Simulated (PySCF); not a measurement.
Structure problem from calculated spectra and properties.

Formula: C7H16O3.

* Rotational structure: rotational constants A, B, C: 1.041, 1.035, 0.542 GHz [PBE0-D3(BJ)/def2-SVP]
* NMR, other nuclei: isotropic shieldings of nuclei other than C and H, by class: 229 (3 O) ppm [GIAO B97-2/pcSseg-1]
* 13C NMR: chemical shifts (computed TMS as zero) by class: 115.8 (1 C), 61.5 (3 C), 16.9 (3 C) ppm [GIAO B97-2/pcSseg-1]
* 1H NMR: chemical shifts (computed TMS as zero) by class: 4.70 (1 H), 3.38 (6 H), 1.24 (9 H) ppm [GIAO B97-2/pcSseg-1]
* Dipole: 2.09 D [B97-2/pcSseg-1]

Electronic properties: PySCF, gas phase, density fitting. Levels stand in brackets. The structure is a single PBE0-D3(BJ)/def2-SVP conformer in the gas phase; no vibrational or solvent corrections. Each NMR value is the plain mean over a class of atoms that symmetry, rotation or inversion makes alike.

Question: Give a SMILES that accounts for the data.

Answer: Numbering: `[CH3:1][CH2:2][O:3][CH:4]([O:5][CH2:6][CH3:7])[O:8][CH2:9][CH3:10]`. Its formula, C7H16O3, gives 0 degrees of unsaturation, so no ring and no π bond. 7 carbons fall into 3 classes; from least to most shielded: sp3 carbon bearing three or more oxygens [C4] (115.8 ppm), sp3 carbon bound to oxygen [C2/C6/C9] (61.5 ppm, 3 C), methyl carbon [C1/C7/C10] (16.9 ppm, 3 C). Hydrogen classes from least to most shielded: 1 H on an sp3 carbon bearing three or more oxygens, C4 (4.70 ppm), 6 H on 3 like atoms (sp3 carbon bound to oxygen), C2/C6/C9 (3.38 ppm, a mean of values up to 0.7 ppm apart in this geometry), 9 H on 3 methyl carbons, C1/C7/C10 (1.24 ppm). The other shieldings belong to: 229 ppm, ether oxygen [O3/O5/O8]. The optimised geometry has point group C3 and is an oblate symmetric top (the spread among constants that symmetry makes equal is optimisation noise). Structure: triethyl orthoformate, `CCOC(OCC)OCC`. The assignments are read from this structure; whether some other isomer fits the data as well wasn't checked.
